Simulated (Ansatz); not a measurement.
C3H6FNSi (`F[SiH2]C1C=NC1`) at its PBE0-D4/def2-TZVP geometry, where that method's forces vanish. The species carries charge 0 and has multiplicity 1.

```json
{"atom": "F1", "x (Å)": "2.269", "y (Å)": "-1.521", "z (Å)": "-0.567"}
{"atom": "Si2", "x (Å)": "1.279", "y (Å)": "-0.838", "z (Å)": "0.492"}
{"atom": "C3", "x (Å)": "-0.314", "y (Å)": "-0.358", "z (Å)": "-0.346"}
{"atom": "C4", "x (Å)": "-0.289", "y (Å)": "0.844", "z (Å)": "-1.237"}
{"atom": "N5", "x (Å)": "-0.983", "y (Å)": "1.662", "z (Å)": "-0.536"}
{"atom": "C6", "x (Å)": "-1.201", "y (Å)": "0.618", "z (Å)": "0.488"}
{"atom": "H7", "x (Å)": "1.946", "y (Å)": "0.373", "z (Å)": "1.031"}
{"atom": "H8", "x (Å)": "1.020", "y (Å)": "-1.821", "z (Å)": "1.573"}
{"atom": "H9", "x (Å)": "-0.824", "y (Å)": "-1.239", "z (Å)": "-0.747"}
{"atom": "H10", "x (Å)": "0.177", "y (Å)": "1.049", "z (Å)": "-2.200"}
{"atom": "H11", "x (Å)": "-2.248", "y (Å)": "0.321", "z (Å)": "0.572"}
{"atom": "H12", "x (Å)": "-0.833", "y (Å)": "0.910", "z (Å)": "1.477"}
```

Problem. For each bond, give half the difference of the two atoms' forces along it (eV/Å; positive pushes the atoms apart) under PBE-D4, r2SCAN-D4, B3LYP-D4, ωB97M-V in def2-TZVPP. (Estimate.)

Solution. The calculation gave: 
```json
{"bond": "F1–Si2", "length (Å)": "1.602", "PBE-D4": "0.50", "r2SCAN-D4": "0.02", "B3LYP-D4": "0.20", "ωB97M-V": "0.20"}
{"bond": "Si2–C3", "length (Å)": "1.863", "PBE-D4": "-0.09", "r2SCAN-D4": "-0.05", "B3LYP-D4": "0.00", "ωB97M-V": "-0.08"}
{"bond": "Si2–H7", "length (Å)": "1.483", "PBE-D4": "0.03", "r2SCAN-D4": "-0.02", "B3LYP-D4": "-0.11", "ωB97M-V": "-0.16"}
{"bond": "Si2–H8", "length (Å)": "1.484", "PBE-D4": "0.02", "r2SCAN-D4": "-0.03", "B3LYP-D4": "-0.12", "ωB97M-V": "-0.16"}
{"bond": "C3–C4", "length (Å)": "1.496", "PBE-D4": "0.00", "r2SCAN-D4": "0.06", "B3LYP-D4": "0.24", "ωB97M-V": "0.26"}
{"bond": "C3–C6", "length (Å)": "1.560", "PBE-D4": "0.11", "r2SCAN-D4": "0.18", "B3LYP-D4": "0.30", "ωB97M-V": "0.21"}
{"bond": "C3–H9", "length (Å)": "1.094", "PBE-D4": "0.07", "r2SCAN-D4": "-0.05", "B3LYP-D4": "-0.13", "ωB97M-V": "-0.14"}
{"bond": "C4–N5", "length (Å)": "1.280", "PBE-D4": "0.86", "r2SCAN-D4": "0.40", "B3LYP-D4": "0.16", "ωB97M-V": "-0.04"}
{"bond": "C4–H10", "length (Å)": "1.089", "PBE-D4": "-0.12", "r2SCAN-D4": "-0.11", "B3LYP-D4": "-0.24", "ωB97M-V": "-0.15"}
{"bond": "N5–C6", "length (Å)": "1.478", "PBE-D4": "0.32", "r2SCAN-D4": "0.26", "B3LYP-D4": "0.32", "ωB97M-V": "0.24"}
{"bond": "C6–H11", "length (Å)": "1.091", "PBE-D4": "0.05", "r2SCAN-D4": "-0.09", "B3LYP-D4": "-0.20", "ωB97M-V": "-0.16"}
{"bond": "C6–H12", "length (Å)": "1.094", "PBE-D4": "0.05", "r2SCAN-D4": "-0.07", "B3LYP-D4": "-0.18", "ωB97M-V": "-0.14"}
```

B3LYP here is the variant with VWN-RPA as its local correlation; programs differ in this.

Computed with Ansatz.
